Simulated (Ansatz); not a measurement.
## A relaxation, step by step

SiNH3Cl2O, closed shell, PBE0-D4/def2-TZVP (Ansatz 0.2.0). Settings:

```yaml
hamiltonian: {xc: pbe0, dispersion: d4}
relax: {f_tol: 0.005, max_steps: 200}
```

Start, a step off a saddle point along its unstable mode:

```csv
atom,x (Å),y (Å),z (Å)
Si1,-0.7049,0.1836,0.1488
N2,1.0122,-0.1250,-0.0789
O3,-0.9635,-0.9568,-0.9649
H4,0.0187,-0.9803,-0.9465
Cl5,-1.1833,2.1114,-0.2866
Cl6,-1.2801,-0.1655,2.0677
H7,1.5266,-0.6145,0.6329
H8,1.5744,0.5470,-0.5724
```

| step | energy less the last (meV) | largest force component (eV/Å) |
| --- | --- | --- |
| 1 | 1195.8 | 2.421 |
| 2 | 777.9 | 1.206 |
| 3 | 478.1 | 2.024 |
| 4 | 287.1 | 1.935 |
| 5 | 96.7 | 0.452 |
| 6 | 93.5 | 0.764 |
| 7 (rejected trial) | 94.6 | 0.636 |
| 8 | 58.2 | 0.299 |
| 9 (rejected trial) | 59.2 | 0.358 |
| 10 | 56.3 | 0.004 |
| 11 | 56.3 | 0.004 |
| 12 | 56.3 | 0.005 |
| 13 | 56.2 | 0.009 |
| 14 (rejected trial) | 90.5 | 1.076 |
| 15 | 52.3 | 0.094 |
| 16 | 43.1 | 0.197 |
| 17 (rejected trial) | 47.5 | 1.028 |
| 18 | 33.4 | 0.234 |
| 19 | 24.1 | 0.284 |
| 20 | 10.9 | 0.165 |
| 21 | 6.2 | 0.247 |
| 22 | 0.6 | 0.080 |
| 23 | 0.1 | 0.028 |
| 24 | 0.0 | 0.005 |
| 25 | 0.0 | 0.007 |
| 26 | 0.0 | 0.001 |

Step 8, positions (Å) and forces (eV/Å):

| atom | x | y | z | Fx | Fy | Fz |
| --- | --- | --- | --- | --- | --- | --- |
| Si1 | -0.501 | 0.144 | 0.117 | 0.071 | -0.002 | 0.013 |
| N2 | 1.192 | 0.048 | 0.095 | 0.019 | 0.001 | 0.001 |
| O3 | -1.215 | -0.888 | -0.913 | -0.299 | 0.231 | 0.195 |
| H4 | -0.629 | -1.444 | -1.416 | 0.268 | -0.244 | -0.219 |
| Cl5 | -1.085 | 2.028 | -0.401 | -0.016 | 0.006 | 0.004 |
| Cl6 | -1.180 | -0.291 | 1.990 | -0.017 | 0.008 | 0.012 |
| H7 | 1.683 | -0.375 | 0.866 | -0.014 | 0.001 | -0.003 |
| H8 | 1.734 | 0.777 | -0.338 | -0.011 | -0.001 | -0.003 |

Step 23, positions (Å) and forces (eV/Å):

| atom | x | y | z | Fx | Fy | Fz |
| --- | --- | --- | --- | --- | --- | --- |
| Si1 | -0.468 | 0.172 | 0.090 | 0.009 | -0.007 | -0.028 |
| N2 | 1.216 | 0.022 | 0.177 | -0.028 | -0.009 | -0.002 |
| O3 | -1.068 | -0.651 | -1.176 | 0.000 | -0.009 | 0.010 |
| H4 | -0.802 | -1.571 | -1.243 | -0.003 | 0.012 | 0.002 |
| Cl5 | -1.166 | 2.067 | -0.192 | 0.000 | 0.000 | 0.007 |
| Cl6 | -1.182 | -0.510 | 1.878 | 0.000 | 0.001 | 0.002 |
| H7 | 1.683 | 0.140 | 1.060 | 0.010 | 0.007 | 0.016 |
| H8 | 1.786 | 0.331 | -0.594 | 0.011 | 0.005 | -0.006 |

Step 25, positions (Å) and forces (eV/Å):

```json
{"atom": "Si1", "x": "-0.467", "y": "0.171", "z": "0.088", "Fx": "-0.003", "Fy": "0.000", "Fz": "-0.001"}
{"atom": "N2", "x": "1.216", "y": "0.021", "z": "0.176", "Fx": "0.002", "Fy": "-0.001", "Fz": "0.001"}
{"atom": "O3", "x": "-1.069", "y": "-0.652", "z": "-1.177", "Fx": "-0.002", "Fy": "0.007", "Fz": "0.002"}
{"atom": "H4", "x": "-0.806", "y": "-1.573", "z": "-1.243", "Fx": "0.002", "Fy": "-0.007", "Fz": "-0.001"}
{"atom": "Cl5", "x": "-1.164", "y": "2.066", "z": "-0.190", "Fx": "0.000", "Fy": "0.001", "Fz": "-0.001"}
{"atom": "Cl6", "x": "-1.180", "y": "-0.511", "z": "1.877", "Fx": "0.000", "Fy": "-0.001", "Fz": "0.000"}
{"atom": "H7", "x": "1.682", "y": "0.144", "z": "1.061", "Fx": "0.000", "Fy": "0.000", "Fz": "0.002"}
{"atom": "H8", "x": "1.789", "y": "0.332", "z": "-0.593", "Fx": "0.001", "Fy": "0.000", "Fz": "-0.003"}
```

Last step (26):

```
8
angstrom
Si -0.4668 0.1710 0.0881
N 1.2166 0.0210 0.1766
O -1.0687 -0.6515 -1.1769
H -0.8064 -1.5725 -1.2431
Cl -1.1644 2.0665 -0.1899
Cl -1.1803 -0.5110 1.8767
H 1.6814 0.1450 1.0614
H 1.7888 0.3315 -0.5930
```

Hardware: 4 CPU threads of a Oxide Virtual Turin-like, shared host. Wall time about 60 s.
